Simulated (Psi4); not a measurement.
# Worked example: ideal-gas entropy of InSi2H7 (SMILES [SiH3][SiH2][InH2])

A singlet with charge 0, relaxed at MP2/def2-SVP (density fitting, core potential, density fitting for correlation), 14 core orbitals frozen (Psi4 1.11):

```xyz
10

Si   -1.4785    0.7326   -0.8297
Si    0.0158   -0.9875   -0.2416
In    1.8941   -0.0615    1.3001
H    -2.5707    0.2478   -1.7089
H    -0.7426    1.8121   -1.5358
H    -2.0797    1.3141    0.3977
H    -0.7632   -2.0632    0.4280
H     0.5796   -1.5490   -1.4987
H     1.7275   -0.1202    3.0208
H     3.3051    0.6611    0.6072
```

Harmonic wavenumbers in cm⁻¹: 43, 72, 98, 284, 292, 357, 439, 462, 532, 537, 629, 702, 712, 916, 952, 976, 980, 1819, 1823, 2272, 2279, 2292, 2296, 2303.

Masses in u: Si 28.085, In 114.818, H 1.008. Take T = 298.15 K, p = 1 bar, R = 8.3145 J/(mol K), kT/hc = 207.22 cm⁻¹, rigid rotor and harmonic oscillator.

Question: Work out S° at 298 K.

Answer: 
1. Translation (Sackur–Tetrode): S = R[3/2 ln M + 5/2 ln T − 1.1517] with M = 178.044 gives 173.5 J/(mol K).
2. Rotation: principal moments 63.486, 480.214, 523.093 u Å² give A, B, C = 0.2655, 0.0351, 0.0322 cm⁻¹; the symmetry number is σ = 1; q = (√π/σ)√((kT/hc)³/ABC) = 305217; S = R(ln q + 3/2) = 117.5.
3. Vibration: with u = ν̃/207.22, each mode gives R[u/(eᵘ − 1) − ln(1 − e⁻ᵘ)]; the sum is 87.9, most from 43 cm⁻¹ (21.4), 72 cm⁻¹ (17.1), 98 cm⁻¹ (14.6).
4. Spin and the two mirror images of this shape: R ln 2 = 5.8.
5. Sum: 173.5 + 117.5 + 87.9 + 5.8 = 384.7 J/(mol K).

No measured value is set beside it here. Where a soft mode is a torsion, a harmonic oscillator describes it poorly.
